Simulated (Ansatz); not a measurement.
`C=C[SiH2][SiH2]Cl`. Total charge 0; spin multiplicity 1. All single points use the PBE0-D4/def2-TZVP geometry. It is one conformer, not always the lowest.

```xyz
12

C    -0.673    1.837   -1.306
C    -0.398    0.541   -1.178
Si    0.961   -0.111   -0.091
Si    0.031   -1.395    1.632
Cl   -1.147   -2.857    0.761
H    -1.487    2.194   -1.931
H    -0.093    2.599   -0.793
H    -1.016   -0.176   -1.715
H     1.893   -0.988   -0.853
H     1.724    1.029    0.490
H    -0.846   -0.590    2.520
H     1.052   -2.082    2.465
```

What is the dipole moment at B3LYP/def2-TZVPP? (An estimate is asked.)

Computed: 1.60 D, with components (0.37, 1.54, -0.19) D in this frame, pointing from negative to positive charge.

And with PBE, r2SCAN, ωB97M-V? (Best estimate.)

The calculation gave: PBE 1.50 D, r2SCAN 1.58 D, ωB97M-V 1.63 D.

Give the Mulliken charges with B3LYP, r2SCAN, PBE in def2-TZVPP. (Estimate.)

The calculation gave: 
| atom | B3LYP | r2SCAN | PBE |
| --- | --- | --- | --- |
| C1 | -0.19 | -0.13 | -0.18 |
| C2 | -0.20 | -0.20 | -0.14 |
| Si3 | 0.25 | 0.26 | 0.18 |
| Si4 | 0.35 | 0.37 | 0.30 |
| Cl5 | -0.27 | -0.27 | -0.23 |
| H6 | 0.11 | 0.08 | 0.10 |
| H7 | 0.10 | 0.08 | 0.09 |
| H8 | 0.10 | 0.08 | 0.09 |
| H9 | -0.06 | -0.06 | -0.05 |
| H10 | -0.07 | -0.08 | -0.06 |
| H11 | -0.06 | -0.07 | -0.05 |
| H12 | -0.06 | -0.07 | -0.05 |

B3LYP here is the variant with VWN-RPA as its local correlation; programs differ in this.
